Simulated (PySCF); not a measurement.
Numbering as in the mapped SMILES `[CH3:1][P+:2]([CH3:3])([CH3:4])[Al-:5]([Cl:6])([Cl:7])[Cl:8]`; H(Xn) means a hydrogen on atom n.

Geometry: PBE0-D3(BJ)/def2-SVP; GIAO shifts from PySCF 2.14, gas phase, non-relativistic, averaged over equivalent atoms.

At PBE0/6-31G* (150 basis functions, 25 s wall time on 1 thread of an Arm Neoverse V1, shared host):
```
            atoms  δ (ppm)
         C1/C3/C4      6.5
               P2    -58.4
              Al5     34.9
      Cl6/Cl7/Cl8    -35.1
H(C1)/H(C3)/H(C4)     1.10
```

Chemical shifts δ = σref − σ; ¹³C (σ = 194.14 ppm) and ¹H (σ = 31.96 ppm) vs TMS; ³¹P (σ = 376.23 ppm) against H3PO4; ²⁷Al (σ = 535.77 ppm) against AlH4-; ³⁵Cl (σ = 929.83 ppm) against HCl, all at this level.

**Question.** What do these become at PBE0/6-311+G(2d,p)?

**Answer.** 
```json
{"atoms": "C1/C3/C4", "δ at PBE0/6-311+G(2d,p)": "8.8", "change": "+2.3"}
{"atoms": "P2", "δ at PBE0/6-311+G(2d,p)": "-67.3", "change": "-8.9"}
{"atoms": "Al5", "δ at PBE0/6-311+G(2d,p)": "43.6", "change": "+8.7"}
{"atoms": "Cl6/Cl7/Cl8", "δ at PBE0/6-311+G(2d,p)": "13.7", "change": "+48.8"}
{"atoms": "H(C1)/H(C3)/H(C4)", "δ at PBE0/6-311+G(2d,p)": "1.35", "change": "+0.25"}
```

Referencing at the same level of theory: ¹³C (σref 186.44), ¹H (σref 31.51) vs TMS; H3PO4 for ³¹P (σref 297.00); ²⁷Al (σref 492.48) against AlH4-; HCl for ³⁵Cl (σref 948.03).

The largest change is at Cl6/Cl7/Cl8 (chlorine bonded to Al). Cost: 310 basis functions, 70 s wall time on 1 thread of an Arm Neoverse V1, shared host.

Experimental scales use liquid or dissolved standards, which lie at an offset from isolated H3PO4.
